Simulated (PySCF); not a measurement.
# How methods differ on the excitation energy of Ge

Ge [Ar] 3d10 4s2 4p2 (3P) → Ge [Ar] 3d10 4s2 4p1 5s1 (3P), as a difference of total energies. Calculation: PySCF 2.14, in aug-cc-pVTZ-PP with ECP10MDF; scalar relativity through the core potential. Correlated levels: valence: 3s2 3p6 3d10 frozen. The calculations carry no spin-orbit coupling.

```json
{"method": "UHF", "excitation energy (eV)": "4.482"}
{"method": "LDA", "excitation energy (eV)": "4.542"}
{"method": "PBE", "excitation energy (eV)": "4.475"}
{"method": "PBE0", "excitation energy (eV)": "4.585"}
{"method": "r2SCAN", "excitation energy (eV)": "4.800"}
{"method": "M06", "excitation energy (eV)": "4.427"}
{"method": "MN15", "excitation energy (eV)": "4.613"}
{"method": "B2PLYP", "excitation energy (eV)": "4.578"}
{"method": "PBEsol", "excitation energy (eV)": "4.522"}
{"method": "MP2 (valence)", "excitation energy (eV)": "4.641"}
{"method": "SCS-MP2 (valence)", "excitation energy (eV)": "4.614"}
```

Q: How much does correlation contribute at MP2 (valence)?

A: 4.641 − (4.482) = 0.159 eV, measured against UHF.

Errors of the correlated levels include the incompleteness of this basis and the frozen core.

For comparison: 4.648 eV (measured; NIST levels, between the centres of gravity of the two terms).
